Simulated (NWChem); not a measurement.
# C2H6Cl2Si; SMILES C[Si](C)(Cl)Cl

Program: NWChem. The geometry was optimised at PBE0/def2-SVP. Level: PBE0/def2-SVP with SMD (1 M gas to 1 M solution), gas-phase geometry. Reactions with the solvent are ignored.

**Question.** Predict the results for solvent water. Quantities: solvation free energy (kcal/mol); cavity-dispersion-structure term (kcal/mol); dipole in solution (D).

**Answer.** 
```yaml
solvation free energy (kcal/mol): -0.1
cavity-dispersion-structure term (kcal/mol): 3.5
dipole in solution (D): 3.24
```
